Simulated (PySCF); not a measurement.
Isothiocyanate diacetylene, C₅HNS.
SMILES with atom numbers: `[CH:1]#[C:2][C:3]#[C:4][N:5]=[C:6]=[S:7]` (hydrogens: H8 on C1)

Method used: core-valence-separated Tamm–Dancoff BHandHLYP/aug-pcX-1 (pcseg-1 on H, def2-SVPD on S) in PySCF, non-relativistic, gas phase, PBE0-D3(BJ)/def2-SVP geometry. The energies are unshifted.

Problem. What does the N 1s absorption edge look like?

Solution. 
```
E (eV)       f  core hole on                 main final orbital     polarisation
399.53  0.0527            N5    LUMO/LUMO+1 (2 roots, f summed)  across the axis
402.56  0.0510            N5  LUMO+5/LUMO+6 (2 roots, f summed)  across the axis
402.78  0.0000            N5                      LUMO+2 (79 %)                –
404.25  0.0032            N5                      LUMO+4 (47 %)   along the axis
404.47  0.0023            N5                             spread   along the axis
```

The first line with a tenth or more of the strongest one's intensity is at 399.53 eV (f = 0.053, sum of 2), with the hole on N5 (isothiocyanate nitrogen), polarised across the axis: a 1s→π* resonance. It is also the strongest listed.

Problem. List the carbon K-edge absorption lines.

Solution. 
```
E (eV)       f  core hole on                 main final orbital     polarisation
283.01  0.1113            C1    LUMO/LUMO+1 (2 roots, f summed)  across the axis
283.57  0.0481            C3    LUMO/LUMO+1 (2 roots, f summed)  across the axis
283.63  0.1074            C2    LUMO/LUMO+1 (2 roots, f summed)  across the axis
284.64  0.0910            C4    LUMO/LUMO+1 (2 roots, f summed)  across the axis
284.92  0.1524            C6    LUMO/LUMO+1 (2 roots, f summed)  across the axis
286.41  0.0115            C1                      LUMO+3 (54 %)   along the axis
286.92  0.0517            C2    LUMO/LUMO+1 (2 roots, f summed)  across the axis
287.25  0.0020       C1 + C2                      LUMO+2 (35 %)   along the axis
287.30  0.0015       C1 + C2                      LUMO+2 (38 %)   along the axis
287.35  0.0008            C3                      LUMO+2 (72 %)                –
287.71  0.0002            C1  LUMO+5/LUMO+6 (2 roots, f summed)                –
287.94  0.0127            C3  LUMO+7/LUMO+8 (2 roots, f summed)  across the axis
287.99  0.0000            C2                      LUMO+3 (53 %)                –
```

The first line with a tenth or more of the strongest one's intensity is at 283.01 eV (f = 0.111, sum of 2), with the hole on C1 (terminal alkyne carbon), polarised across the axis: a 1s→π* resonance. The strongest listed is at 284.92 eV (f = 0.152, sum of 2; C6, 1s→π*).

Roots within 0.03 eV whose holes lie on the same, on equivalent or on shared atoms are summed into one line, and the highest roots are left out, as the search may have cut off their partners. Final orbitals are the ground state's empty Kohn–Sham orbitals. A dash: too weak, shared between unlike atoms, or no plane or axis to refer to.

Problem. What are the wavelength and the wavenumber of the 402.56 eV line?

Solution. λ = 12398.42 eV Å/402.56 eV = 30.799 Å; 3.2469 × 10⁶ cm⁻¹.

Only the lowest roots of each edge were sought.

The run took 15 s on an Arm Neoverse V1 with one thread, no GPU, on a shared host.
